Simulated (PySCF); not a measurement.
CH₇Cl₂NSi₂.

```xyz
13

C     -2.0213    -0.0641    -1.4898
N     -1.8108    -0.6003    -0.1540
Si    -0.5394    -0.1625     0.9255
Cl    -0.7237     1.7221     1.8844
Si     1.4739     0.1345    -0.2431
Cl     1.7222    -1.4040    -1.6447
H     -2.5075    -0.8170    -2.1450
H     -1.0443     0.1757    -1.9579
H     -2.6405     0.8620    -1.5117
H     -2.6439    -1.0272     0.2609
H     -0.5242    -1.1873     2.0193
H      2.6408     0.1218     0.7040
H      1.4657     1.4443    -0.9806
```

The structure is a stationary point at PBE-D3(BJ)/def2-SVP. The structure was generated by enumeration; whether it is a known compound was not checked. The values are those of a single conformer.

Level of theory: PBE0/pcSseg-1 in PySCF. Non-relativistic, no solvent.

**Question.** Give the absolute GIAO shielding of each atom: isotropic value and principal components (ppm). (The exact figures need the calculation; the answer reports its results.)

**Answer.** 
| atom | σ(iso) | σ11 | σ22 | σ33 | span |
|---|---|---|---|---|---|
| C1 | 149.6 | 128.5 | 139.2 | 181.2 | 52.7 |
| N2 | 216.9 | 193.9 | 216.0 | 241.0 | 47.1 |
| Si3 | 359.4 | 310.4 | 357.0 | 410.8 | 100.4 |
| Cl4 | 871.3 | 708.9 | 917.1 | 987.8 | 278.9 |
| Si5 | 382.3 | 337.3 | 348.7 | 460.9 | 123.6 |
| Cl6 | 1024.7 | 999.1 | 1031.8 | 1043.3 | 44.2 |
| H7 | 28.2 | 24.0 | 25.4 | 35.2 | 11.2 |
| H8 | 28.4 | 23.6 | 29.3 | 32.2 | 8.6 |
| H9 | 28.1 | 23.2 | 26.1 | 35.1 | 11.9 |
| H10 | 29.7 | 21.2 | 28.0 | 39.9 | 18.7 |
| H11 | 25.7 | 22.0 | 24.2 | 30.9 | 8.8 |
| H12 | 26.1 | 21.9 | 25.4 | 31.1 | 9.2 |
| H13 | 25.9 | 22.4 | 25.2 | 30.1 | 7.7 |
